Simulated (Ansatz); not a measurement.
Consider the isomerisation: `C/C([SiH3])=C\F` → `C[C@@H]1C[Si@@H]1F`.

Program: Ansatz. Geometries: PBE0-D4/def2-TZVP. ΔE: electronic, gas phase. CCSD(T)/CBS is the MP2 limit (def2-TZVPP, def2-QZVPP) plus CCSD(T) − MP2 in def2-TZVPP, frozen cores. DFT in def2-TZVPP. B3LYP here is the variant with VWN-RPA as its local correlation; programs differ in this.

| level | ΔE (kJ/mol) | difference from CCSD(T)/CBS |
| --- | --- | --- |
| PBE-D4 | -136.8 | 11.0 |
| r2SCAN-D4 | -146.1 | 1.7 |
| PBE0-D4 | -146.3 | 1.5 |
| B3LYP-D4 | -130.3 | 17.5 |
| ωB97X-V | -144.7 | 3.1 |
| ωB97M-V | -145.6 | 2.2 |
| B2PLYP | -139.3 | 8.5 |
| PBE | -136.9 | 10.9 |
| r2SCAN | -146.3 | 1.5 |
| PBE0 | -146.4 | 1.4 |
| B3LYP | -130.4 | 17.4 |
| HF/def2-TZVPP | -122.8 | 25.0 |
| MP2/def2-TZVPP | -158.2 | -10.4 |
| SCS-MP2/def2-TZVPP | -146.4 | 1.4 |
| CCSD/def2-TZVPP | -142.8 | 5.0 |
| CCSD(T)/def2-TZVPP | -141.0 | 6.8 |
| HF/def2-QZVPP | -124.7 | 23.1 |
| MP2/def2-QZVPP | -162.7 | -14.9 |
| SCS-MP2/def2-QZVPP | -150.9 | -3.1 |
| HF/CBS(def2) | -124.9 | 22.9 |
| MP2/CBS(def2) | -164.9 | -17.1 |
| CCSD/CBS(def2) | -149.5 | -1.7 |
| CCSD(T)/CBS | -147.8 | 0 |

Largest T1 diagnostic among the species: 0.012.

From PBE to PBE0 (25 % exact exchange), in def2-TZVPP and without D4, ΔE moves by −9.5 kJ/mol. In def2-TZVPP, CCSD(T) changes the Hartree–Fock value by −18.2 kJ/mol (the triples alone add +1.8 kJ/mol) and MP2 by −35.4 kJ/mol.
